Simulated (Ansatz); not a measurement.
Hf₂Si₂, relaxed as a triplet with UKS PBE-D4/def2-SVP in Ansatz, starting from the PBE-D4/def2-SVP geometry of the neutral singlet. Force threshold 0.02 eV/Å.

In the def2 sets Hf takes a core potential; there is no spin–orbit coupling. At PBE-D4/def2-SVP a singlet of charge 0 lies 0.45 eV below the triplet, each at its own geometry. The structure comes from a short search, and lower isomers may exist.

Start:

```xyz
4

Hf    0.124    1.604   -0.113
Hf    0.148   -0.936   -1.304
Si    1.207   -0.422    0.925
Si   -1.479   -0.245    0.493
```

| step | energy (eV) | largest force component (eV/Å) | SCF passes |
| --- | --- | --- | --- |
| 1 | -18352.5211 | 0.314 | 54 |
| 2 | -18352.5301 | 0.080 | 57 |
| 3 | -18352.5318 | 0.034 | 53 |
| 4 | -18352.5318 | 0.017 | 51 |

Force components are those of the run's own axes.

End:

Cartesian coordinates in Å:
```
Hf 0.1240 1.6014 -0.1167
Hf 0.1482 -0.9324 -1.3046
Si 1.2430 -0.4252 0.9321
Si -1.5152 -0.2438 0.4892
```

By distances, no bond broke or formed. The bond that changes most is Si3–Si4, from 2.73 to 2.80 Å (atoms count from 1).

No frequencies were taken in this run, so the end may be a saddle point.

Hardware: 4 threads of Arm Neoverse V2 on a shared host. Wall time 14 s.
